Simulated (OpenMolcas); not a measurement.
An atom or ion with 23 electrons was computed by MS-CASPT2, IPEA 0.25 Eh, imaginary shift 0.1 Eh with spin-orbit coupling (OpenMolcas, ANO-RCC-VQZP, DKH2). The lowest levels that the run gave, each within 12 % of the measured value where one is at hand:

| J | Parity | E (cm⁻¹) | g |
| --- | --- | --- | --- |
| 5/2 | even | 0.0 | 2.002 |
| 5/2 | even | 33380 | 0.571 |
| 7/2 | even | 33420 | 0.984 |
| 9/2 | even | 33460 | 1.172 |
| 11/2 | even | 33460 | 1.273 |
| 5/2 | even | 36900 | 1.589 |
| 3/2 | even | 36970 | 1.714 |
| 1/2 | even | 37040 | 2.636 |
| 7/2 | even | 40170 | 1.429 |
| 1/2 | even | 40210 | 0.032 |
| 3/2 | even | 40300 | 1.220 |
| 5/2 | even | 40330 | 1.383 |

Task: Which ion is it, and what are the configurations and terms?

Result: Fe IV (Z = 26, charge +3; active space 5 electrons in 10 orbitals (3d 4d)). J, parity and g give the terms where levels are pure, and mixed ones are named by the computed weights; the size of the splittings, set against known spectra of the 23-electron sequence, gives the charge. In order, with the measured energies in cm⁻¹ (Corliss and Sugar, J. Phys. Chem. Ref. Data 11, 135 (1982)): 3d⁵ ⁶S_5/2, 3d⁵ ⁴G_5/2, 3d⁵ ⁴G_7/2, 3d⁵ ⁴G_9/2, 3d⁵ ⁴G_11/2 (32246), 3d⁵ ⁴P_5/2 (35254), 3d⁵ ⁴P_3/2 (35333), 3d⁵ ⁴P_1/2 (35407), 3d⁵ ⁴D_7/2 (38779), 3d⁵ ⁴D_1/2 (38897), 3d⁵ ⁴D_3/2, 3d⁵ ⁴D_5/2.

CASPT2 breaks the degeneracy within a term, and the mean is taken; among the terms shown or strongly mixed into the levels shown the widest spread is 130 cm-1 (3d⁵ ⁴G). Active for correlation alone: 4d; no level in the range computed is led by a configuration that fills it, so any true level of that kind is missing. Measured partners are found by configuration, term and J. A level has none where our copy of the source lacks it or the pairing is in doubt (some pairs that miss far off the trend of their configuration count as doubtful), and it then counts in no deviation. Levels of configurations outside the active space are missing.
